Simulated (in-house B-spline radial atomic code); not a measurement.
RPA and G0W0 for Cu-, [Ar] 3d10 4s2, as one setting changes: the share of exact exchange in the PBE hybrid start. A dash marks a level of low quasi-particle weight. Computed with a B-spline radial code for spherical atoms: all electrons, scalar-relativistic (spin-free one-electron X2C), finite nucleus, each spin shell either full or empty, empty states to l = 9 with an (l + 1/2)⁻⁴ tail; G0W0 by contour deformation at full frequency.

The anion's configuration is assumed.

```
share of exact exchange in the PBE hybrid start  mean-field level (eV)  G0W0 level (eV)  RPA correlation (Eh)
                                            0.5                 -0.066                -               -2.1633
                                            0.6                      ?                ?                     ?
                                            0.7                 -0.465        4s -1.055               -2.1036
                                            0.8                 -0.662        4s -1.079               -2.0759
                                            0.9                      ?                ?                     ?
                                              1                 -1.052        4s -1.098               -2.0241
```

Task: What belongs in the row for 0.6?

Result: mean-field level (eV): -0.266; G0W0 level (eV): -; RPA correlation (Eh): -2.1327.

Task: What belongs in the row for 0.9?

Result: mean-field level (eV): -0.858; G0W0 level (eV): 4s -1.092; RPA correlation (Eh): -2.0494.
